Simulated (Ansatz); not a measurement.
## Strength of the C–B bond: C3H9B → C2H6B + CH3

Species: C3H9B `CBCC`, singlet; C2H6B `[BH]CC`, doublet; CH3 (methyl radical) `[CH3]`, doublet. 

Shapes, held fixed at every level: PBE0-D4/def2-TZVP. Flexible molecules stand in one conformer, not always the lowest. Programs: Ansatz 0.2.0. The zero-point and thermal change to 298 K, harmonic and unscaled (PBE0-D4/def2-TZVP), is -20.8 kJ/mol.

| level | kind | ΔH(298 K) (kJ/mol) | less CCSD(T)/CBS estimate | CPU time (sum over the molecules) |
| --- | --- | --- | --- | --- |
| PBE-D4/def2-TZVPP | GGA | +430.9 | -4.9 | 11 s |
| r2SCAN-D4/def2-TZVPP | meta-GGA | +406.7 | -29.1 | 19 s |
| B3LYP-D4/def2-TZVPP | global hybrid | +420.2 | -15.6 | 17 s |
| BHLYP-D4/def2-TZVPP | global hybrid | +413.6 | -22.2 | 15 s |
| r2SCAN0-D4/def2-TZVPP | global hybrid | +405.8 | -30.0 | 20 s |
| B2PLYP/def2-TZVPP | double hybrid | +420.7 | -15.1 | 22 s |
| CCSD(T)/def2-SVP | coupled cluster or CI | +423.3 | -12.5 | 15 s |
| CCSD(T)/CBS estimate | coupled cluster or CI | +435.8 | 0.0 | 14 min |

The highest level, CCSD(T)/CBS estimate, gives ΔH(298 K) = +435.8 kJ/mol; the levels span +405.8 to +435.8. The column of differences is taken from that level and isn't an error. No measured value is set beside it here. Open shells run unrestricted unless RO is named. The CBS estimate extrapolates MP2 from def2-TZVPP and def2-QZVPP and adds CCSD(T) − MP2 in the triple-zeta set, cores frozen. Times are processor times on shared x86 and Arm servers, and rough.
